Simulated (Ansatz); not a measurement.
Ansatz (a program for electronic structure) input (HF/STO-3G):

Ansatz 0.2 input:
```yaml
crystal:
  periodic: [false, false, false]
  atoms:
    - {symbol: C, position_ang: [-1.41490700, -0.49297600, 1.19936500]}
    - {symbol: C, position_ang: [-0.80774300, -0.01814500, -0.12965600]}
    - {symbol: C, position_ang: [-1.79461700, 0.90581800, -0.84890200]}
    - {symbol: C, position_ang: [-0.49910500, -1.22655300, -1.01590600]}
    - {symbol: N, position_ang: [0.43542400, 0.73126000, 0.10874200]}
    - {symbol: Si, position_ang: [2.02352700, 0.10273300, 0.32125800]}
    - {symbol: H, position_ang: [-1.63470200, 0.36063000, 1.84415500]}
    - {symbol: H, position_ang: [-0.71704400, -1.14438600, 1.72780100]}
    - {symbol: H, position_ang: [-2.34425900, -1.04396300, 1.03800300]}
    - {symbol: H, position_ang: [-1.37850700, 1.24059300, -1.79974600]}
    - {symbol: H, position_ang: [-2.00832300, 1.78850800, -0.24067200]}
    - {symbol: H, position_ang: [-2.74068300, 0.39595400, -1.04000500]}
    - {symbol: H, position_ang: [-0.05800900, -0.91083000, -1.96190300]}
    - {symbol: H, position_ang: [0.19436200, -1.91444400, -0.52584700]}
    - {symbol: H, position_ang: [-1.41334400, -1.78203700, -1.22763700]}
    - {symbol: H, position_ang: [0.26230000, 1.62999700, 0.53463400]}
    - {symbol: H, position_ang: [2.57475700, -0.45746700, -0.93594800]}
    - {symbol: H, position_ang: [2.13041100, -0.97780400, 1.34107100]}
    - {symbol: H, position_ang: [2.85391800, 1.24931000, 0.75788000]}
basis:
  gaussian:
    orbitals: STO-3G
hamiltonian:
  xc: {name: HF}
relax: {f_tol: 0.003, max_steps: 120}
```

From the output:

```
692 factors; integrals over basis functions are off by at most 1.6e-5 eV
mean field: 0.12 GiB planned
mean field evaluation 64: about -13512.4452 eV, gradient 1.0e-5 eV
mean field -13512.44522020 eV, -496.5732027781 hartree, gradient 1.0e-5 eV, S^2 0.000000; 0 other end points of the search recorded, 0 dependent functions left out
the calculation of the forces begins
reference -13512.44522020 eV, -496.5732027781 hartree; 29, 29 occupied and 18, 18 virtual orbitals, 692 factors
relax step   9: F+E_penalty+E_count = -13512.44522020 eV  Δ(F+E_penalty+E_count) = -1.206e-4 eV  max|allowed force component| = 8.986e-3 eV/Å  Δτ_max = 0.0116 Å  (24 SCF iters, accepted)
these checks for a lower state are left out or cut short: starts, cluster_reference, orbital_swaps, neighbouring_geometries, increment
integrals: 0.01 GiB planned
692 factors; integrals over basis functions are off by at most 1.7e-5 eV
mean field: 0.12 GiB planned
mean field -13512.44525127 eV, -496.5732039198 hartree, gradient 1.0e-5 eV, S^2 0.000000; 0 other end points of the search recorded, 0 dependent functions left out
the calculation of the forces begins
reference -13512.44525127 eV, -496.5732039198 hartree; 29, 29 occupied and 18, 18 virtual orbitals, 692 factors
relax step  10: F+E_penalty+E_count = -13512.44525127 eV  Δ(F+E_penalty+E_count) = -3.107e-5 eV  max|allowed force component| = 5.703e-3 eV/Å  Δτ_max = 0.0147 Å  (24 SCF iters, accepted)
these checks for a lower state are left out or cut short: starts, cluster_reference, orbital_swaps, neighbouring_geometries, increment
integrals: 0.01 GiB planned
692 factors; integrals over basis functions are off by at most 1.7e-5 eV
mean field: 0.12 GiB planned
mean field -13512.44525818 eV, -496.5732041738 hartree, gradient 1.0e-5 eV, S^2 0.000000; 0 other end points of the search recorded, 0 dependent functions left out
the calculation of the forces begins
reference -13512.44525818 eV, -496.5732041738 hartree; 29, 29 occupied and 18, 18 virtual orbitals, 692 factors
relax step  11: F+E_penalty+E_count = -13512.44525818 eV  Δ(F+E_penalty+E_count) = -6.909e-6 eV  max|allowed force component| = 2.890e-3 eV/Å  Δτ_max = 0.0082 Å  (24 SCF iters, accepted)
integrals: 0.01 GiB planned
692 factors; integrals over basis functions are off by at most 1.7e-5 eV
mean field: 0.12 GiB planned
mean field -13512.44525818 eV, -496.5732041738 hartree, gradient 1.0e-5 eV, S^2 0.000000; 1 other end points of the search recorded, 0 dependent functions left out
the calculation of the forces begins
reference -13512.44525818 eV, -496.5732041738 hartree; 29, 29 occupied and 18, 18 virtual orbitals, 692 factors
Total energy: -13512.44525818 eV, -496.5732041738 hartree
Atom 0 at    -1.319273    -0.499145     1.199083 Å, force    -0.000438     0.000270     0.001799 eV/Å
Atom 1 at    -0.772440    -0.001868    -0.173497 Å, force     0.002890     0.000926    -0.000565 eV/Å
Atom 2 at    -1.841774     0.908096    -0.838927 Å, force    -0.000652     0.001163    -0.000290 eV/Å
Atom 3 at    -0.507377    -1.223217    -1.093317 Å, force    -0.000654    -0.001407    -0.001278 eV/Å
Atom 4 at     0.470812     0.795070    -0.029521 Å, force    -0.000494    -0.001197     0.001484 eV/Å
Atom 5 at     2.013806     0.093823     0.395037 Å, force    -0.001582    -0.000002    -0.000154 eV/Å
Atom 6 at    -1.512026     0.342457     1.857553 Å, force    -0.000094    -0.000204     0.000037 eV/Å
Atom 7 at    -0.607331    -1.157364     1.686543 Å, force     0.000167     0.000182    -0.000312 eV/Å
Atom 8 at    -2.247626    -1.044567     1.064038 Å, force     0.000192     0.000245    -0.000202 eV/Å
Atom 9 at    -1.487355     1.257099    -1.803334 Å, force     0.000226     0.000143    -0.000016 eV/Å
Atom 10 at    -2.043786     1.773515    -0.214941 Å, force     0.000076    -0.000127     0.000035 eV/Å
Atom 11 at    -2.771950     0.367375    -0.983940 Å, force    -0.000156    -0.000418    -0.000024 eV/Å
Atom 12 at    -0.087433    -0.898245    -2.039708 Å, force     0.000236     0.000016     0.000127 eV/Å
Atom 13 at     0.183520    -1.920726    -0.630204 Å, force    -0.000129     0.000549     0.000143 eV/Å
Atom 14 at    -1.434477    -1.751581    -1.289905 Å, force     0.000034    -0.000146    -0.000020 eV/Å
Atom 15 at     0.255713     1.634144     0.514459 Å, force     0.000040    -0.001389    -0.000755 eV/Å
Atom 16 at     2.557180    -0.609693    -0.714861 Å, force    -0.000260     0.000970    -0.000239 eV/Å
Atom 17 at     1.946365    -0.805054     1.499477 Å, force    -0.000100     0.000560     0.000377 eV/Å
Atom 18 at     2.868908     1.176076     0.742653 Å, force     0.000697    -0.000135    -0.000147 eV/Å
Dipole moment:    -0.041207    -0.038282     0.159561 e Å
```

The geometry given is a B3LYP-D3(BJ)/def2-TZVP minimum.
